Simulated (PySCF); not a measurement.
## Telling isomers of C10H9N apart by NMR

[PySCF 2.14: shieldings: GIAO PBE0/pcSseg-1; geometry: GFN2-xTB; averaged over atoms made equivalent by symmetry, fast rotation or ring inversion; a single conformation; gas phase; relativity neglected]

Chemical shifts δ = σref − σ; TMS for ¹H (σref 31.72) and ¹³C (σref 186.93), all at this level. Where no couplings were computed, multiplicities follow the n + 1 count of equivalent neighbours, and m marks all less simple cases (inequivalent or close neighbours, rings, F or P nearby). Shifts are as computed. Against solution values, carbons near 30 ppm lie about +3 ppm off and those near 130 ppm about +5 ppm. Of 1211 compounds with measured shifts, 218 miss one by over three times the rms of a fit or turn the order of signals round; such compounds aren't used in these exercises.

(1) Tabulate the signals of `C#C/C=C/C(=C/C)/C=C/C#N`, `C=C(C)C1=CC=C(C#N)C1=C` and their relative energies.

(2) What is the quickest way to tell C#C/C=C/C(=C/C)/C=C/C#N from C=C(C)C1=CC=C(C#N)C1=C?

## Answers

(1) 
| SMILES | carbon types | δC | δH | E rel. (kcal/mol) |
| --- | --- | --- | --- | --- |
| C#C/C=C/C(=C/C)/C=C/C#N | 3×C 6×CH 1×CH3 | 155.8, 153.4, 143.9, 141.7, 123.0, 117.6, 111.7, 93.6, 87.1, 19.2 | 7.56 (d, 1H), 6.97 (d, 1H), 6.03 (m, 1H), 6.00 (q, 1H), 5.75 (d, 1H), 3.01 (d, 1H), 2.06 (d, 3H) | 41.3 |
| C=C(C)C1=CC=C(C#N)C1=C | 5×C 2×CH 2×CH2 1×CH3 | 155.5, 152.2, 150.3, 146.5, 140.2, 132.9, 126.1, 120.6, 112.1, 25.5 | 7.31 (d, 1H), 6.93 (m, 1H), 6.77 (m, 1H), 6.60 (d, 1H), 5.61 (br s, 1H), 5.19 (br s, 1H), 2.22 (s, 3H) | 0.0 |

Energies are electronic energies at PBE0/pcSseg-1 on these geometries, without zero-point or thermal terms, each for the one conformer computed, which needn't be the lowest.

(2) Both give the same number of carbon signals, but DEPT or the intensities differ. The first has a terminal alkyne carbon (CH) at 93.6 ppm, the second a terminal =CH2 carbon at 140.2 ppm. Their most deshielded carbons lie at 155.8 and 155.5 ppm.
